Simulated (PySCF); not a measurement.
# Electron correlation in Hf⁵⁹⁺ (hafnium, charge +59)

[Ne] 3s2 3p1, 2P determinant. Calculation: PySCF 2.14, in an even-tempered Gaussian basis (17 s from 15 bohr⁻², ratio 2.5; 12 p from 20 bohr⁻², ratio 2.5; 4 d from 76 bohr⁻², ratio 2.7; 4 f from 110 bohr⁻², ratio 2.7); scalar relativity by spin-free X2C-1e. Frozen: 1s2; 11 electrons correlated; the 20 highest virtual orbitals of each spin left out.

| level | correlation energy (mhartree) |
| --- | --- |
| CCSD | -520.57 |
| (T) | -0.47 |
| CCSD(T) | -521.04 |

Diagnostics: T1 = 0.00032, D1 = 0.0014, largest double amplitude 0.034.

**Question.** Is a single reference adequate?

**Answer.** Yes, within this model without spin-orbit coupling: T1 lies below 0.03 and no double amplitude reaches 0.07.

At this charge the one-electron X2C treatment keeps the bare 1/r₁₂, with no two-electron picture change or Breit term. The effect here is smaller than on the frozen 1s shell; and a scalar Hamiltonian misses the large spin-orbit splitting of the p shells, which matters for ns² → np² pairs.
